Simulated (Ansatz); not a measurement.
C3H11BSi (`CCB(C)[SiH3]`). Charge 0, multiplicity 1. All single points use the PBE0-D4/def2-TZVP geometry. It is one conformer, not always the lowest.

```xyz
16

C     1.291    1.263    0.854
C     1.248   -0.155    0.252
B    -0.259   -0.440   -0.069
C    -1.180   -1.107    0.999
Si   -0.967    0.071   -1.901
H     0.920    2.011    0.148
H     2.313    1.540    1.119
H     0.684    1.334    1.761
H     1.898   -0.180   -0.627
H     1.650   -0.863    0.987
H    -2.222   -0.781    0.985
H    -0.789   -1.064    2.020
H    -1.202   -2.174    0.722
H    -0.640   -1.037   -2.851
H    -0.304    1.298   -2.435
H    -2.442    0.283   -1.964
```

**Question.** What is the dipole moment at PBE/def2-TZVPP? (Estimate.)

**Answer.** The calculation gave: 1.46 D, with components (0.55, -0.28, 1.33) D in this frame, pointing from negative to positive charge.

**Question.** And with r2SCAN, B3LYP, ωB97M-V? (Best estimate.)

**Answer.** Computed: r2SCAN 1.45 D, B3LYP 1.41 D, ωB97M-V 1.42 D.

**Question.** Give the Mulliken charges with PBE, r2SCAN, ωB97M-V in def2-TZVPP. (An estimate is asked.)

**Answer.** The calculation gave: 
```
atom    PBE  r2SCAN  ωB97M-V
  C1  -0.29   -0.17    -0.33
  C2  -0.15   -0.11    -0.23
  B3   0.19    0.20     0.15
  C4  -0.32   -0.23    -0.35
 Si5   0.02    0.13     0.00
  H6   0.10    0.06     0.11
  H7   0.09    0.05     0.11
  H8   0.09    0.05     0.11
  H9   0.08    0.04     0.10
 H10   0.07    0.03     0.10
 H11   0.11    0.07     0.12
 H12   0.09    0.05     0.10
 H13   0.10    0.07     0.12
 H14  -0.06   -0.08    -0.03
 H15  -0.06   -0.08    -0.04
 H16  -0.07   -0.09    -0.04
```

B3LYP here is the variant with VWN-RPA as its local correlation; programs differ in this.
